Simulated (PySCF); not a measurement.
Species: C₃H₇FOSi.
InChI=1S/C3H7FOSi/c1-6-3(4)2-5-6/h3,6H,2H2,1H3/t3-,6+/m1/s1

The calculation used PBE0-D3(BJ)/def2-SVP geometry optimisation, gas phase in PySCF.

Take the most abundant isotopes and a rigid rotor. 

(1) Give the principal moments of inertia and the rotational constants in MHz.

(2) What kind of rotor is it?

(3) Is it planar, by Δ = Ic − Ia − Ib?

(4) Give the other two planar moments, Paa and Pbb, and the rms extents of the mass along the axes.

(5) Predict some low-J microwave lines.

(6) Estimate the classical rotational partition function at 10 K, 25 K and 500 K.

Answers

(1) Ia = 134.47, Ib = 180.15, Ic = 261.59 u·Å²; 505379 MHz·u·Å²/I gives A = 3758, B = 2805, C = 1932 MHz.

(2) An asymmetric top: κ = (2 × 2805 − 3758 − 1932)/(3758 − 1932) = -0.04.

(3) Not planar: Δ = Ic − Ia − Ib = -53.03 u·Å². For a rigid frame Δ = −2 Σ m c², so Σ m c² = 26.51 u·Å² lies off the ab plane: 9.53 from hydrogen and 16.98 from heavier atoms. The atom farthest from that plane is 1.75 Å away.

(4) Paa = Σ m a² = (Ib + Ic − Ia)/2 = 153.64 and Pbb = Σ m b² = (Ia + Ic − Ib)/2 = 107.95 u·Å². With the mass M = 106.03 u, the rms extents √(P/M) along a, b and c are 1.20, 1.01, 0.50 Å.

(5) The dipole components are |μa| = 0.38 D, |μb| = 0.46 D, |μc| = 0.96 D. Intensities carry the squares of the components, which stand as 0.16 : 0.23 : 1.00 (a : b : c). Some of the stronger lines:

```csv
type,branch,"J(Ka,Kc)",MHz,lower level (cm⁻¹)
a,Q,"2(2,0) ← 2(2,1)",385,0.659
c,Q,"1(1,1) ← 1(0,1)",953,0.158
c,Q,"3(2,2) ← 3(1,2)",1873,1.071
c,Q,"2(2,1) ← 2(1,1)",2859,0.564
b,Q,"3(2,1) ← 3(1,2)",3472,1.071
a,R,"1(0,1) ← 0(0,0)",4737,0.000
a,Q,"3(1,2) ← 3(1,3)",5121,0.900
c,Q,"3(3,1) ← 3(2,1)",5555,1.187
b,Q,"3(3,0) ← 3(2,1)",5674,1.187
c,R,"1(1,0) ← 0(0,0)",6564,0.000
b,Q,"3(2,2) ← 3(1,3)",6994,0.900
b,R,"2(0,2) ← 1(1,1)",8137,0.190
a,R,"2(0,2) ← 1(0,1)",9090,0.158
b,R,"2(1,2) ← 1(0,1)",9554,0.158
a,R,"2(1,1) ← 1(1,0)",10348,0.219
b,R,"3(0,3) ← 2(1,2)",12534,0.477
c,R,"2(2,0) ← 1(1,0)",13592,0.219
a,R,"3(2,2) ← 2(2,1)",14212,0.659
a,R,"3(1,2) ← 2(1,1)",15198,0.564
b,R,"3(2,2) ← 2(1,1)",17071,0.564
c,R,"3(2,1) ← 2(1,1)",18670,0.564
b,R,"3(3,1) ← 2(2,0)",20981,0.672
b,R,"3(2,1) ← 2(1,2)",21290,0.477
c,R,"3(3,1) ← 2(2,1)",21366,0.659
```

(6) Point group C1, symmetry number σ = 1; q = (√π/σ)·√((kT/h)³/(ABC)), k/h = 20836.6 MHz/K: 1180 at 10 K, 4670 at 25 K, 418000 at 500 K.

Whether it is a minimum is left open (no frequencies). No vibrational averaging or centrifugal distortion is included, and the geometry carries the error of its method. A rigid rotor knows nothing of internal rotation, which can split or shift real lines.
